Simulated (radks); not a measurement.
Lu IV, 68 electrons, occupied as [Xe] 4f14.

All-electron calculation, Dirac Kohn-Sham, B86b exchange with PBE correlation, spin-unpolarised, spherical densities, finite nucleus; Fermi nuclear charge, rms radius 5.37 fm. Program: a radial shooting solver on a logarithmic mesh with Libxc functionals.

Energy parts (eV):
part                      energy
total                 -396711.14
kinetic                442073.78
electron-nucleus      -984593.58
Hartree                154043.50
exchange-correlation    -8234.85

Orbitals (lengths in bohr, moments of r in powers of bohr; r(max) is where P^2 peaks):
orbital  occ.  eigenvalue (eV)   r(max)  small-component weight
1s1/2       2        -63175.87  0.01213                7.11e-02
2s1/2       2        -10769.84  0.06949                1.60e-02
2p1/2       2        -10282.14  0.05192                1.61e-02
2p3/2       4        -9164.463  0.05845                1.46e-02
3s1/2       2        -2461.087   0.1960                5.22e-03
3p1/2       2        -2244.981   0.1838                5.16e-03
3p3/2       4        -2006.576   0.1973                4.75e-03
3d3/2       4        -1639.238   0.1552                4.63e-03
3d5/2       6        -1587.189   0.1589                4.52e-03
4s1/2       2        -511.2091   0.4466                1.69e-03
4p1/2       2        -423.1460   0.4475                1.61e-03
4p3/2       4        -368.9426   0.4762                1.45e-03
4d3/2       4        -224.0586   0.4759                1.26e-03
4d5/2       6        -214.1660   0.4851                1.22e-03
5s1/2       2         -87.5335    1.044                3.48e-04
5p1/2       2         -63.0098    1.132                2.78e-04
5p3/2       4         -55.9391    1.219                2.40e-04
4f5/2       6         -37.0170   0.4662                7.79e-04
4f7/2       8         -35.4884   0.4715                7.58e-04
5d3/2       0         -25.4238    1.630                1.13e-04
5d5/2       0         -24.8345    1.671                1.08e-04
6s1/2       0         -24.4717    2.621                6.71e-05
6p1/2       0         -18.9366    3.031                5.25e-05
6p3/2       0         -17.8079    3.218                4.86e-05

The highest occupied level is 4f7/2 at -35.488 eV. The electron density at the nucleus is 1.112e+06 e/bohr^3.
